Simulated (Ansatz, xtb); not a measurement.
## C3H2F2O3: which of two isomers lies lower

Structure a: `O=C1O[C@@H](F)[C@H](F)O1`, a singlet. Structure b: `O=C1OCC(F)(F)O1`, a singlet. Both are isolated molecules in the gas phase, relaxed with PBE-D3(BJ)/def2-SVP; the shapes shown needn't be the lowest conformers.

a (Å):

```xyz
10

C    -0.8208    0.0002    0.2529
C     1.2229   -0.5220    1.1097
C     1.0802   -1.1218   -0.3047
F     1.1499   -1.5147    2.0487
F     1.8518   -0.4203   -1.1906
O    -1.9164    0.4568    0.1697
O     0.1134    0.3255    1.2168
O    -0.2768   -0.9413   -0.5989
H     2.1557    0.0604    1.2517
H     1.3359   -2.1995   -0.3566
```

b (Å):

```xyz
10

C     0.1698   -1.0411   -0.9972
C     2.0417   -2.0892   -1.7950
C     1.1387   -3.1116   -1.0797
F     1.7500   -3.6975   -0.0246
F     0.7229   -4.1030   -1.9010
O    -0.6324   -0.1983   -0.7405
O     1.3359   -0.8588   -1.6749
O     0.0442   -2.3806   -0.6386
H     2.1692   -2.3562   -2.8623
H     3.0271   -2.0171   -1.2944
```

Quicker runs give these differences E(b) − E(a): GFN2-xTB −0.190 eV; HF/STO-3G −0.321 eV (at GFN2-xTB geometries); r2SCAN-D4/def2-SVP −0.286 eV (at GFN2-xTB geometries).

Question: Estimate E(b) − E(a) at the level CCSD(T)/def2-SVP + ΔMP2/def2-TZVPP.

Answer: Calculated at CCSD(T)/def2-SVP + ΔMP2/def2-TZVPP: E(b) − E(a) = −0.172 eV, so structure b lies lower.

Level by level:

```
                             level             geometry  E(b) − E(a) (eV)  departure from the last row (eV)  job, with rough time for the two
                          GFN2-xTB             GFN2-xTB              −0.190                            −0.017              optimisation, 0.55 s
                         HF/STO-3G             GFN2-xTB              −0.321                            −0.148               single point, 1.6 s
                r2SCAN-D4/def2-SVP             GFN2-xTB              −0.286                            −0.114                single point, 11 s
               PBE-D3(BJ)/def2-SVP  PBE-D3(BJ)/def2-SVP              −0.258                            −0.085                optimisation, 57 s
                       HF/def2-SVP  PBE-D3(BJ)/def2-SVP              −0.233                            −0.060           part of the CCSD(T) run
                      MP2/def2-SVP  PBE-D3(BJ)/def2-SVP              −0.248                            −0.075           part of the CCSD(T) run
                  CCSD(T)/def2-SVP  PBE-D3(BJ)/def2-SVP              −0.232                            −0.060                      single point
CCSD(T)/def2-SVP + ΔMP2/def2-TZVPP  PBE-D3(BJ)/def2-SVP              −0.172                                               single point, 3.3 min
```

As drawn, both hold the same kinds of bond in the same numbers.

None of the levels shown reverses the order. The largest departure from CCSD(T)/def2-SVP + ΔMP2/def2-TZVPP is that of HF/STO-3G, 0.148 eV. The last row adds to CCSD(T) the change of the MP2 difference between the two basis sets, here +0.060 eV.

With thermal terms from frequencies at re-optimised GFN2-xTB minima (ideal gas, soft modes damped towards free rotors, one conformer each, 298.15 K, 1 atm): on the last row, ΔE + ΔZPE = −0.180, ΔH = −0.179, ΔG = −0.192 eV.

The correlated steps freeze 8 core orbitals. Mirror images aren't counted in ΔG. Programs: Ansatz 0.2.0, xtb 6.7.1; the last row on 2 threads of AMD EPYC (Zen 3) on a shared host.
